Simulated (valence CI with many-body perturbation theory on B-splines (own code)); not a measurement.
# Forbidden lines of As¹²⁺

Level of theory: relativistic CI+MBPT: three valence electrons over a frozen Dirac-Fock core [Ar], a basis of 7 s, 7 p, 8 d, 6 f, 4 g, 1 h functions for each j, with the one-electron correlation potential Σ1 (screened to all orders), the two-electron term Σ2, the three-electron term Σ3, Breit, model QED; selected single and double excitations, second order for the rest, scaled by the run's own slope (own B-spline code, finite nucleus).

No measured levels were compared; by estimate terms of the open shell hold to 2 to 4 % of their energy, and close levels can change places. The list stops below the first excitations out of the core. Only levels of the ground parity were solved; by the run's estimate the other parity begins above the list, which can be wrong where configurations are misplaced.

Lines 1 to 50 of 79 in falling wavelength, among levels below 554310 cm⁻¹, chosen from the decays that carry over 1 % of a level's rate. Wavelengths and rates use the calculated energies, so an error of 2000 cm⁻¹ moves a line at 11370 Å by 23 % and its rate by three times that or more. Electric multipoles are in the length gauge, E1 and E2 with the static RPA response of the core. Weak lines are less certain than strong ones. Lines between different terms over intervals too small for the method are left out, as are lines whose strength nearly cancels. The highest levels of a list are the least certain. Branching is blank where the lifetime is uncertain.

Names give the largest LS component (configuration and term), which can be under half, so a name can repeat, a term be missing and a line seem to break the LS rules; names also repeat where a configuration has a term twice. Letters in brackets count levels of one name in rising energy.

| λ vac (Å) | Upper | Lower | Type | A (s⁻¹) | Branch % |
| --- | --- | --- | --- | --- | --- |
| 31140 | 3d3 4F_5/2 | 3d3 4F_3/2 | M1 | 1.42e+00 | 100.0 |
| 25890 | 3d3 4F_7/2 | 3d3 4F_5/2 | M1 | 2.47e+00 | 100.0 |
| 23920 | 3d3 4F_9/2 | 3d3 4F_7/2 | M1 | 1.95e+00 | 100.0 |
| 18750 | 3d3 4P_5/2 | 3d3 4P_3/2 | M1 | 2.07e+00 | 63.1 |
| 11370 | 3d3 2D_3/2 [a] | 3d3 4P_5/2 | M1 | 1.54e+00 | 1.8 |
| 11320 | 3d3 2D_5/2 [a] | 3d3 2D_3/2 [a] | M1 | 4.83e+00 | 7.1 |
| 10450 | 3d3 2P_3/2 | 3d3 2P_1/2 | M1 | 5.05e+00 | 6.9 |
| 8327 | 3d3 2P_3/2 | 3d3 2D_3/2 [a] | M1 | 1.43e+01 | 19.4 |
| 7341 | 3d3 2H_9/2 | 3d3 2G_9/2 | M1 | 1.13e+01 | 41.2 |
| 7160 | 3d3 2D_3/2 [a] | 3d3 4P_1/2 | M1 | 4.96e+00 | 6.0 |
| 7080 | 3d3 2D_3/2 [a] | 3d3 4P_3/2 | M1 | 1.36e+01 | 16.3 |
| 6943 | 3d3 2H_11/2 | 3d3 2G_9/2 | M1 | 7.17e+00 | 93.2 |
| 6187 | 3d3 2H_9/2 | 3d3 2G_7/2 | M1 | 9.98e+00 | 36.3 |
| 6095 | 3d3 2P_1/2 | 3d3 4P_1/2 | M1 | 2.29e+01 | 96.9 |
| 5675 | 3d3 2D_5/2 [a] | 3d3 4P_5/2 | M1 | 3.19e+00 | 4.7 |
| 4807 | 3d3 2P_3/2 | 3d3 4P_5/2 | M1 | 1.35e+01 | 18.4 |
| 3850 | 3d3 2P_3/2 | 3d3 4P_1/2 | M1 | 1.08e+00 | 1.5 |
| 3566 | 3d3 2F_7/2 | 3d3 2D_5/2 [a] | M1 | 3.90e-01 | 1.0 |
| 3465 | 3d3 2G_7/2 | 3d3 4F_9/2 | M1 | 4.08e-01 | 1.4 |
| 3379 | 3d3 2F_5/2 | 3d3 2D_5/2 [a] | M1 | 1.17e+00 | 4.4 |
| 3333 | 3d3 4P_5/2 | 3d3 4F_9/2 | E2 | 7.62e-02 | 2.3 |
| 3184 | 3d3 2G_9/2 | 3d3 4F_9/2 | M1 | 2.62e+01 | 66.4 |
| 3057 | 3d3 4P_3/2 | 3d3 4F_5/2 | M1 | 1.71e+00 | 35.3 |
| 3057 | 3d3 4P_3/2 | 3d3 4F_5/2 | E2 | 5.50e-02 | 1.1 |
| 3042 | 3d3 4P_1/2 | 3d3 4F_5/2 | E2 | 6.18e-02 | 14.1 |
| 3026 | 3d3 2G_7/2 | 3d3 4F_7/2 | M1 | 1.32e+01 | 45.1 |
| 2925 | 3d3 4P_5/2 | 3d3 4F_7/2 | M1 | 6.50e-01 | 19.8 |
| 2925 | 3d3 4P_5/2 | 3d3 4F_7/2 | E2 | 4.72e-02 | 1.4 |
| 2810 | 3d3 2G_9/2 | 3d3 4F_7/2 | M1 | 1.31e+01 | 33.2 |
| 2783 | 3d3 4P_3/2 | 3d3 4F_3/2 | M1 | 3.00e+00 | 62.1 |
| 2771 | 3d3 4P_1/2 | 3d3 4F_3/2 | M1 | 2.17e-01 | 49.6 |
| 2771 | 3d3 4P_1/2 | 3d3 4F_3/2 | E2 | 1.58e-01 | 36.2 |
| 2710 | 3d3 2G_7/2 | 3d3 4F_5/2 | M1 | 1.56e+01 | 53.5 |
| 2628 | 3d3 4P_5/2 | 3d3 4F_5/2 | M1 | 3.83e-01 | 11.7 |
| 2602 | 3d3 2F_5/2 | 3d3 2D_3/2 [a] | M1 | 4.13e-01 | 1.6 |
| 2424 | 3d3 4P_5/2 | 3d3 4F_3/2 | M1 | 3.64e-02 | 1.1 |
| 2259 | 3d3 2F_7/2 | 3d3 2G_9/2 | M1 | 3.78e+00 | 10.0 |
| 2221 | 3d3 2H_9/2 | 3d3 4F_9/2 | M1 | 3.67e+00 | 13.4 |
| 2183 | 3d3 2H_11/2 | 3d3 4F_9/2 | M1 | 5.17e-01 | 6.7 |
| 2172 | 3d3 2D_5/2 [b] | 3d3 2F_5/2 | M1 | 3.20e+01 | 14.5 |
| 2136 | 3d3 2F_7/2 | 3d3 2G_7/2 | M1 | 1.29e+01 | 34.1 |
| 2135 | 3d3 2D_3/2 [a] | 3d3 4F_5/2 | M1 | 3.83e+01 | 46.1 |
| 2118 | 3d3 2F_5/2 | 3d3 4P_5/2 | M1 | 1.29e+00 | 4.9 |
| 2107 | 3d3 2D_3/2 [b] | 3d3 2F_5/2 | M1 | 2.15e+01 |  |
| 2101 | 3d3 2D_5/2 [b] | 3d3 2F_7/2 | M1 | 1.98e+01 | 8.9 |
| 2068 | 3d3 2F_5/2 | 3d3 2G_7/2 | M1 | 8.11e+00 | 30.6 |
| 2068 | 3d3 2F_5/2 | 3d3 2G_7/2 | E2 | 3.57e-01 | 1.3 |
| 2032 | 3d3 2H_9/2 | 3d3 4F_7/2 | M1 | 2.51e+00 | 9.1 |
| 1998 | 3d3 2D_3/2 [a] | 3d3 4F_3/2 | M1 | 2.47e+01 | 29.7 |
| 1930 | 3d3 2D_5/2 [a] | 3d3 4F_7/2 | M1 | 5.06e+01 | 74.2 |
